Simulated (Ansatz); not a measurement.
The same path of AlClH₃NO (7 atoms, charge 0, multiplicity 1) was run twice with different band settings. The coordinate that changes most is the height of N1 over the plane of its neighbours.

Theory: RKS PBE-D4/def2-SVP in Ansatz 0.2.0.

Relaxed end points:

```xyz
7
Properties=species:S:1:pos:R:3
N -0.558 1.105 0.069
Al -0.083 -0.587 -0.164
O 1.466 -1.234 0.165
Cl -1.517 -1.941 -0.907
H 0.034 1.860 0.419
H -1.495 1.457 -0.137
H 2.215 -0.727 0.510
```

```xyz
7
Properties=species:S:1:pos:R:3
N -0.649 1.199 0.062
Al 0.001 -0.436 -0.104
O 1.632 -0.722 0.331
Cl -1.247 -1.983 -0.833
H -0.116 2.000 0.405
H -1.605 1.472 -0.170
H 2.044 -1.597 0.262
```

Common settings: movable images 9; climbing image yes; optimiser quadratic models (default); start path through a guess of the saddle point; force threshold 0.05 eV/Å; iteration limit 60; end points relaxed.

| run | spring |
| --- | --- |
| 1 | 5.0 eV/Å² |
| 2 | 2.0 to 10.0 eV/Å², energy-weighted |

Q: What does each run give, and how far can it be trusted?

A: Run 1: converged after 12 iterations, highest image 0.041 eV above the first end. A vibrational analysis at the climbing image gives one clearly imaginary mode, 256i cm⁻¹: a first-order saddle point.
Run 2: converged after 17 iterations, highest image 0.041 eV above the first end. Another band between the same ends (9 images) ends at a top of the same energy, where a vibrational analysis finds 1 clearly imaginary mode.
